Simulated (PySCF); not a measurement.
CH3Si, SMILES C[Si] (connectivity only; charge and spin as stated), neutral, multiplicity 2. Atoms are numbered in the order given.

```xyz
5

C     -1.0985     0.0156     0.0000
Si     0.7902     0.0051     0.0000
H     -1.5568     0.4463     0.8946
H     -1.5568     0.4463    -0.8946
H     -1.3577    -1.0574     0.0000
```
Charge 0, spin multiplicity 2.

Coordinates come from a PBE0-D3(BJ)/def2-TZVP optimisation. The isomer is the one that the SMILES or the coordinates give; other isomers of the formula were not compared.

All values below come from PBE0/pcH-1 in PySCF.

Unrestricted Kohn–Sham, ⟨S²⟩ = 0.754. Hyperfine tensors hold the contact and dipolar terms, without spin-orbit corrections.

Computed hyperfine couplings:
| nucleus | A(iso) (MHz) | A(iso) (G) | dipolar principal values (MHz) |
|---|---|---|---|
| 13C no. 1 | -14.1 | -5.0 | -2.1, 0.0, 2.1 |
| 29Si no. 2 | 15.5 | 5.5 | -203.2, 99.1, 104.1 |
| 1H no. 3 | 57.2 | 20.4 | -3.4, -1.8, 5.3 |
| 1H no. 4 | 57.2 | 20.4 | -3.4, -1.8, 5.3 |
| 1H no. 5 | -4.9 | -1.7 | -3.6, -1.7, 5.3 |
